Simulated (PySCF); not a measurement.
## Mayer bond orders and bond lengths

(OMe)3Si-S-SiH3, C3H12O3SSi2.
Geometry (PBE0-D3(BJ)/def2-SVP, Å), atoms numbered from 1 in this order:
```
atom  x, y, z in Å
Si1    0.0947    0.3769    0.1961
O2    -0.9682    1.5846    0.5312
C3    -1.9095    2.1650   -0.3283
O4     0.6847   -0.1841    1.6172
C5    -0.1007   -0.4313    2.7564
O6     1.4091    0.8473   -0.6580
C7     1.6122    0.8707   -2.0432
S8    -0.9884   -1.1494   -0.8571
Si9    0.3742   -2.7610   -0.4125
H10   -2.5116    1.4028   -0.8547
H11   -1.4266    2.8099   -1.0833
H12   -2.5919    2.7897    0.2670
H13    0.5698   -0.6920    3.5881
H14   -0.7957   -1.2736    2.5916
H15   -0.6909    0.4558    3.0384
H16    1.0053    0.1076   -2.5614
H17    1.3587    1.8596   -2.4619
H18    2.6750    0.6732   -2.2510
H19    1.7841   -2.3295   -0.6315
H20    0.2029   -3.2474    0.9867
H21    0.0261   -3.8588   -1.3594
```

Bond orders from the PBE0/pcSseg-1 density (PySCF). Geometry: PBE0-D3(BJ)/def2-SVP, one conformer, isolated molecule.

Task: Set the Mayer orders of the bonds between heavy atoms beside their lengths.

Result: 
| bond | length (Å) | Mayer order |
| --- | --- | --- |
| Si1–O2 | 1.643 | 0.973 |
| Si1–O4 | 1.638 | 0.984 |
| Si1–O6 | 1.637 | 1.007 |
| Si1–S8 | 2.148 | 0.919 |
| O2–C3 | 1.401 | 0.903 |
| O4–C5 | 1.406 | 0.886 |
| O6–C7 | 1.400 | 0.901 |
| S8–Si9 | 2.157 | 0.921 |

Bonds between the same two heavy elements. O–Si: lowest Si1–O2 (0.973, 1.643 Å), highest Si1–O6 (1.007, 1.637 Å). S–Si: all 2 within 0.02 of one another (0.919 to 0.921). C–O: all 3 within 0.02 of one another (0.886 to 0.903).

Task: And the bonds to hydrogen?

Result: C–H: 0.95 to 0.97 (9 bonds); H–Si: 0.92 to 0.94 (3 bonds).

Task: Sum the orders of all bonds at each heavy atom with more than one neighbour.

Result: Si1 3.883, O2 1.876, C3 3.791, O4 1.870, C5 3.775, O6 1.908, C7 3.789, S8 1.840, Si9 3.699. Orders between atoms that aren't bonded are not in these sums.

For a closed shell the Mayer order of atoms A and B is Σ (PS)μν (PS)νμ over the basis functions μ on A and ν on B, with P the density and S the overlap matrix.
